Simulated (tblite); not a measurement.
C4H7Cl2FSi.
Z-matrix (Å and degrees, GFN2-xTB geometry), rows numbered from 1:
```
C 
C   1  1.4927
C   2  1.3331  1  122.49
F   3  1.3626  2  118.08  1  -179.99
Si  3  1.9020  2  129.20  1    -0.02
C   2  1.4945  1  116.56  3  -179.95
Cl  6  1.7867  2  110.71  1   -60.25
Cl  6  1.7872  2  110.70  1    60.27
H   1  1.0852  2  111.09  3    -0.09
H   1  1.0891  2  109.78  3  -120.98
H   1  1.0892  2  109.82  3   120.86
H   5  1.4636  3  108.29  2   -60.11
H   5  1.4636  3  108.32  2    60.11
H   5  1.4588  3  105.87  2  -179.99
H   6  1.0911  2  112.73  1  -179.98
```

Level: GFN2-xTB in tblite, geometry and Hessian alike; calculated harmonic values, unscaled, isolated species. The method is semi-empirical: single wavenumbers can be off by several per cent or more. Modes of hydrogen on silicon can be 10 to 20 % off. One conformer, not necessarily the lowest.

Harmonic wavenumbers (cm⁻¹): 30.9, 71.6, 93.5, 108.4, 144.7, 187.5, 190.0, 238.7, 296.3, 333.4, 369.0, 458.4, 488.1, 559.9, 571.8, 644.6, 674.2, 719.5, 770.3, 771.4, 781.3, 922.9, 1033.4, 1036.1, 1099.6, 1152.0, 1215.2, 1247.0, 1395.7, 1456.5, 1463.4, 1673.0, 2268.6, 2269.6, 2316.8, 2962.2, 3011.1, 3024.7, 3062.6.

A = 1843, B = 628.7, C = 606.6 MHz; mass 171.968 u (most abundant isotopes); point group Cs, symmetry number 1.

**Question.** What is the zero-point energy?

**Answer.** Half the sum of the wavenumbers: 20557 cm⁻¹ = 245.91 kJ/mol.

**Question.** What is S at 273.15 K and 1 bar for an ideal gas of classical rigid rotors and harmonic oscillators?

**Answer.** Translation 171.23, rotation 126.54, vibration 132.02: S = 429.8 J/(mol K).

**Question.** And Cp and H(273.15 K) − H(0)?

**Answer.** Cp = 158.35 J/(mol K), of which vibrations give 125.10 (their classical limit is 39 R = 324.3); H(273.15 K) − H(0) = 27.57 kJ/mol without the zero-point energy, 18.49 from vibrations.

**Question.** What must be added to the electronic energy to get the Gibbs energy at 273.15 K and 1 bar?

**Answer.** ZPE + [H(273.15 K) − H(0)] − T·S = 245.91 + 27.57 − 117.40 = 156.08 kJ/mol.

**Question.** How do the functions run with temperature in this model?

**Answer.** 
```
 T (K)  S (J/(mol K))  Cp (J/(mol K))  H − H(0) (kJ/mol)  G − H(0) (kJ/mol)  ln q(vib)
   150          350.3           110.2              10.95             -41.60       3.94
   250          416.1           150.0              24.00             -80.03       7.04
298.15          444.0           167.0              31.64            -100.75       8.48
   400          497.6           197.9              50.28            -148.76      11.39
   600          586.7           241.5              94.55            -257.50      16.66
   900          693.0           281.5             173.55            -450.13      23.57
```

q(vib) and H(0) count from the zero-point level.

**Question.** Which modes carry the vibrational entropy at 273.15 K?

**Answer.** 30.9 cm⁻¹: 23.42; 71.6 cm⁻¹: 16.47; 93.5 cm⁻¹: 14.29; 108.4 cm⁻¹: 13.09; 144.7 cm⁻¹: 10.77; 187.5 cm⁻¹: 8.75 J/(mol K); the other 33 give 45.24 together.

Hindered rotation and anharmonicity are outside this model. Other conformers, if any are populated, would add a mixing term that is left out.
